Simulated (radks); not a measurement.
These are the eigenvalues of the occupied orbitals of an atom or ion with whole-number occupations (eV). Calculated with a radial shooting solver on a logarithmic mesh with Libxc functionals: Dirac Kohn-Sham, LDA (Slater exchange, Perdew-Wang correlation), spin-unpolarised, spherical densities, point nucleus.

orbital  eigenvalue
1s1/2     -51786.66
2s1/2     -8606.878
2p1/2     -8183.055
2p3/2     -7437.441
3s1/2     -1933.821
3p1/2     -1749.248
3p3/2     -1595.435
3d3/2     -1276.427
3d5/2     -1242.853
4s1/2     -407.1977
4p1/2     -334.8138
4p3/2     -300.0769
4d3/2     -180.5387
4d5/2     -174.2092
5s1/2      -70.1978
5p1/2      -49.3067
5p3/2      -44.0319
4f5/2      -31.7932
4f7/2      -30.8787
6p1/2       -9.4083
6p3/2       -8.7157

Which element is it, and in what charge state? The configuration may be excited. Open shells, if any, are shared by 2j + 1.

Answer. Z = 65, terbium, charge +1: Tb+ in [Xe] 4f7 6p3. The list shows which subshells hold electrons but not how many an open one holds; the 1s level, -1903.1 hartree, gives Z - s = 61.7 by -(Z - s)^2/2, which with screening and relativity narrows Z to a few neighbours, and the depths of the outer levels then fix element, charge and occupations together.
